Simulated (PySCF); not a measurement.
## How methods differ on the excitation energy of Mn

Mn [Ar] 3d5 4s2 (6S) → Mn [Ar] 3d6 4s1 (6D), as a difference of total energies. Computed with PySCF 2.14 in x2c-TZVPPall, with the spin-free X2C one-electron Hamiltonian (Gaussian nucleus). Correlated levels: valence: [Ar] frozen; valence and next inner shell: [Ne] frozen. The calculations carry no spin-orbit coupling.

```json
{"method": "UHF", "excitation energy (eV)": "3.384", "error (eV)": "+1.239"}
{"method": "LDA", "excitation energy (eV)": "1.205", "error (eV)": "-0.940"}
{"method": "PBE", "excitation energy (eV)": "1.078", "error (eV)": "-1.067"}
{"method": "PBE0", "excitation energy (eV)": "1.588", "error (eV)": "-0.557"}
{"method": "r2SCAN", "excitation energy (eV)": "1.426", "error (eV)": "-0.719"}
{"method": "wB97X", "excitation energy (eV)": "2.179", "error (eV)": "+0.034"}
{"method": "LC-wPBE", "excitation energy (eV)": "1.215", "error (eV)": "-0.930"}
{"method": "M06-2X", "excitation energy (eV)": "2.722", "error (eV)": "+0.577"}
{"method": "PW91", "excitation energy (eV)": "1.024", "error (eV)": "-1.121"}
{"method": "MP2 (valence)", "excitation energy (eV)": "2.290", "error (eV)": "+0.145"}
{"method": "SCS-MP2 (valence)", "excitation energy (eV)": "2.279", "error (eV)": "+0.134"}
{"method": "MP2 (valence and next inner shell)", "excitation energy (eV)": "1.890", "error (eV)": "-0.255"}
{"method": "SCS-MP2 (valence and next inner shell)", "excitation energy (eV)": "2.041", "error (eV)": "-0.104"}
```

Reference: 2.145 eV (measured; NIST levels, between the centres of gravity of the two terms).

Errors of the correlated levels include the incompleteness of this basis and the frozen core.
